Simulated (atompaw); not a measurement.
# u(r) = r·R(r): atom against pseudo-atom (Mg (Z = 12))

Columns: radius, all-electron u(r) and pseudo u(r) of the 3s shell (level -4.71 eV) of magnesium in the configuration [Ne] 3s2 3p0; PBE, scalar-relativistic, PAW (atompaw) scheme, atompaw 4.2.0.5.

| r (bohr) | all-electron | pseudo |
| --- | --- | --- |
| 0.115 | 0.0888 | 0.0489 |
| 0.231 | -0.0827 | 0.0979 |
| 0.346 | -0.2040 | 0.1456 |
| 0.462 | -0.2421 | 0.1927 |
| 0.577 | -0.2169 | 0.2377 |
| 0.692 | -0.1541 | 0.2810 |
| 0.808 | -0.0716 | 0.3225 |
| 0.923 | 0.0168 | 0.3613 |
| 1.038 | 0.1043 | 0.3975 |
| 1.154 | 0.1874 | 0.4312 |
| 1.269 | 0.2624 | 0.4616 |
| 1.385 | 0.3294 | 0.4893 |
| 1.500 | 0.3871 | 0.5137 |
| 1.615 | 0.4363 | 0.5350 |
| 1.731 | 0.4779 | 0.5534 |
| 1.846 | 0.5120 | 0.5686 |
| 1.962 | 0.5398 | 0.5810 |
| 2.077 | 0.5616 | 0.5904 |
| 2.192 | 0.5778 | 0.5970 |
| 2.308 | 0.5891 | 0.6010 |
| 2.423 | 0.5956 | 0.6025 |
| 2.538 | 0.5980 | 0.6015 |
| 2.654 | 0.5968 | 0.5982 |
| 2.769 | 0.5923 | 0.5927 |
| 2.885 | 0.5850 | 0.5850 |
| 3.000 | 0.5753 | 0.5753 |

Question: How many radial nodes do the two functions have?

Answer: The all-electron 3s function has n − l − 1 = 2; the pseudo-wave has 0, since the states of the same l below it are removed with the core.

Question: Where does each function peak?

Answer: Outermost all-electron maximum near 2.54 bohr, pseudo maximum near 2.42 bohr (to the table’s step).

Question: Is the pseudo-wave norm-conserving?

Answer: No, it belongs to a PAW set: the norm inside the radius is not constrained, and the difference is carried by the augmentation charge.
